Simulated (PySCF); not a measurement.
## Correlation energy of Ir²⁺ (iridium, charge +2)

[Xe] 4f14 5d6 6s1, high-spin 6D determinant (an excited configuration). Computed with PySCF 2.14 in def2-QZVPPD with the def2 core potential (60 electrons) (7s5p4d4f2g, 88 functions), with a scalar-relativistic core potential. Frozen: 5s2 5p6; 7 electrons correlated.

```tsv
level	correlation energy (mhartree)
CCSD	-134.73
(T)	-3.28
CCSD(T)	-138.01
```

Diagnostics: T1 = 0.0041, D1 = 0.0130, largest double amplitude 0.019.

Is a single reference adequate?

Yes, within this model without spin-orbit coupling: T1 lies below 0.03 and no double amplitude reaches 0.07.
